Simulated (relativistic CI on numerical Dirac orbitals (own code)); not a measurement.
# What each ingredient does to the levels of Hg61+

Base calculation: Dirac-Coulomb-Breit CI, KLI orbitals optimised for each configuration, model QED, unscaled Slater integrals.

Configurations in the expansion (outside the closed core [Ne]): 3s2 3p6 3d, 3s2 3p5 3d2, 3s 3p6 3d2, 3s2 3p6 4s, 3s2 3p6 4p, 3s2 3p6 4d, 3s2 3p5 3d 4s, 3s2 3p6 4f, 3s2 3p5 3d 4p, 3p6 3d3, 3p5 3d4, 3p5 3d3 4s. Double excitations out of closed p, d and f shells are left out; levels of such configurations are missing from the list, as are those of other unlisted configurations, and high levels can miss mixing partners. These lack a partner that the ground configuration has and come out too high: 3s2 3p5 3d 4p.

Variants: (1) P86 correlation estimate; (2) one mean potential for all configurations. Shifts of the energy above 3s2 3p6 3d 2D_3/2, in eV, for the lowest level and the first level of each name with at least 55 % of one term (blank where a level changes its place among those of its configuration and J or its character, or is not in the variant):

```tsv
Level	Base	Δ(1)	Δ(2)
3s2 3p6 3d 2D_3/2	0.00	0.00	0.00
3s2 3p6 3d 2D_5/2	111.53	0.00	+0.01
3s2 3p5 3d2 4D°_1/2	283.60	+0.51	-0.17
3s2 3p5 3d2 4G°_9/2	390.01	+0.51	-0.17
3s2 3p5 3d2 2H°_11/2	402.18	+0.51	-0.17
3s2 3p5 3d2 2G°_9/2	421.86	+0.51	-0.17
3s2 3p5 3d2 2F°_5/2	450.91	+0.51	-0.17
3s2 3p5 3d2 2P°_1/2	458.08	+0.51	-0.18
3s2 3p5 3d2 4G°_11/2	501.32	+0.51	-0.17
3s 3p6 3d2 4F_3/2	1035.56	+0.72	+0.06
3s 3p6 3d2 4F_7/2	1143.60	+0.72	+0.04
3s 3p6 3d2 4P_3/2	1155.87	+0.72	+0.05
3s 3p6 3d2 2G_9/2	1161.89	+0.72	+0.04
3s 3p6 3d2 2F_5/2	1165.44	+0.72	+0.04
3s 3p6 3d2 2G_7/2	1171.85	+0.72	+0.05
3s 3p6 3d2 2P_1/2	1180.58	+0.72	+0.05
3s 3p6 3d2 4F_9/2	1257.54	+0.72	+0.02
```

At this charge energies of transitions that change n are usually good to better than 1 %, and those within a shell (Δn = 0) to a few per cent.

Ionisation energy from the two ground configurations alone: base 6508.23 eV; P86 correlation estimate 6510.05 eV. The NIST ASD value (theoretical) is 6508 eV.

LS names give the leading component of a level, which can be under half, so a name can repeat, a term be missing and a line seem to break the LS rules.
